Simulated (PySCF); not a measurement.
PySCF input file for SiFCl2Br, SMILES F[Si](Cl)(Cl)Br, ωB97X-D3(BJ)/def2-SVP. Geometry optimised at ωB97X-D3(BJ)/def2-SVP.

```python
import numpy as np
from pyscf import gto, scf, dft, df
from pyscf.hessian import thermo

mol = gto.M(
    atom='''
    F    -0.67340439   -1.87843382    0.00000000
    Si   -0.46618380   -0.28586954    0.00000001
    Cl   -1.34474043    0.46971921   -1.66103557
    Cl   -1.34474043    0.46971921    1.66103556
    Br    1.66595392    0.14107499   -0.00000000
    ''',
    basis='def2-SVP',
    charge=0,
    spin=0,
    max_memory=1600,
    verbose=3,
)
mf = dft.RKS(mol, xc='wb97x-d3bj').density_fit(auxbasis='def2-universal-jkfit')
mf.grids.level = 3
mf.conv_tol = 1e-11
mf.max_cycle = 100
mf.kernel()

# [left out here: the lines that compute and print the analytic Hessian (its translational invariance restored by hand, since the grid's response is missing), thermochemistry and intensities]
```

Log of the run:

```
converged SCF energy = -3883.28600574622

WARN: DFTD3 does not support analytical Hessian, using finite difference


WARN: Mole.unit (angstrom) is changed to Bohr

Mode                                 0                   1                   2
Irrep
Freq [cm^-1]                      136.6603            147.6875            215.4195
Reduced mass [au]                  35.1678             33.1804             30.2866
Force const [Dyne/A]                0.3870              0.4264              0.8281
Char temp [K]                     196.6237            212.4894            309.9407
Normal mode                   x     y     z       x     y     z       x     y     z
       0   F                 0.00 -0.00 -0.08    0.10  0.01  0.00    0.02 -0.10  0.00
       1  Si                 0.00  0.00 -0.05    0.02  0.02  0.00    0.01 -0.09  0.00
       2  Cl                -0.09 -0.03 -0.02   -0.08  0.02  0.05    0.03  0.05  0.06
       3  Cl                 0.09  0.03 -0.02   -0.08  0.02 -0.05    0.03  0.05 -0.06
       4  Br                 0.00 -0.00  0.05    0.04 -0.03 -0.00   -0.03  0.01 -0.00
Mode                                 3                   4                   5
Irrep
Freq [cm^-1]                      239.2337            266.3772            418.0860
Reduced mass [au]                  26.3979             24.1457             31.9722
Force const [Dyne/A]                0.8902              1.0094              3.2927
Char temp [K]                     344.2040            383.2575            601.5327
Normal mode                   x     y     z       x     y     z       x     y     z
       0   F                 0.17  0.01 -0.00   -0.00 -0.00 -0.17    0.01 -0.09  0.00
       1  Si                -0.03  0.03  0.00    0.00 -0.00  0.06   -0.07 -0.06 -0.00
       2  Cl                 0.02  0.02 -0.04    0.03 -0.05  0.04   -0.03  0.04 -0.06
       3  Cl                 0.02  0.02  0.04   -0.03  0.05  0.04   -0.03  0.04  0.06
       4  Br                -0.05 -0.03  0.00    0.00  0.00 -0.01    0.04  0.01  0.00
Mode                                 6                   7                   8
Irrep
Freq [cm^-1]                      610.1551            663.2633            948.2075
Reduced mass [au]                  30.2941             30.0496             22.2563
Force const [Dyne/A]                6.6449              7.7886             11.7899
Char temp [K]                     877.8774            954.2882           1364.2594
Normal mode                   x     y     z       x     y     z       x     y     z
       0   F                 0.02  0.02 -0.00    0.00  0.00  0.01   -0.02 -0.17 -0.00
       1  Si                -0.15  0.03  0.00   -0.00  0.00 -0.16    0.01  0.13  0.00
       2  Cl                 0.03 -0.02  0.05    0.03 -0.02  0.06    0.00 -0.00  0.01
       3  Cl                 0.03 -0.02 -0.05   -0.03  0.02  0.06    0.00 -0.00 -0.01
       4  Br                 0.02  0.00 -0.00    0.00  0.00  0.00   -0.00 -0.00 -0.00
temperature 298.1500 [K]
pressure 101325.00 [Pa]
Rotational constants [GHz] 1.79107 1.12171 0.90310
Symmetry number 1
Zero-point energy (ZPE) 0.00830 [Eh]   21802.480 [J/mol]
                           tot       elec      trans        rot        vib
Entropy [J/mol/K]       351.834      0.000    174.692    123.686     53.456
Cv [J/mol/K]             79.062      0.000     12.472     12.472     54.118
Cp [J/mol/K]             87.376      0.000     20.786     12.472     54.118
Internal energy [J/mol]                      3718.434   3718.434  30825.612
Internal energy [Eh]   -3883.27143  -3883.28601
Enthalpy [J/mol]                             6197.391   3718.434  30825.612
Enthalpy [Eh]          -3883.27049
Gibbs free energy [J/mol]                  -45887.135 -33158.408  14887.723
Gibbs free energy [Eh] -3883.31044
static polarisability / bohr^3: [[56.552 -1.095  0.   ]
 [-1.094 37.516 -0.   ]
 [ 0.    -0.    50.585]]
largest difference of analytic and finite-field dipole derivatives / e: 0.00046424380888998584
mode   freq/cm-1   IR/(km/mol)   Raman/(A^4/amu)   depolarisation
   1      136.66         0.320             2.099            0.750
   2      147.69         0.360             2.033            0.719
   3      215.42         5.114             2.577            0.498
   4      239.23        12.542             2.232            0.649
   5      266.38        16.207             1.958            0.750
   6      418.09        23.720             7.993            0.012
   7      610.16       239.535             1.416            0.235
   8      663.26       226.648             1.092            0.750
   9      948.21       142.219             1.342            0.125
max |gradient| / (hartree/bohr): 3.2764209472949416e-05
APT charges: [-0.673   2.187  -0.5341 -0.5341 -0.4458]
```

The calculation finished and met its thresholds.
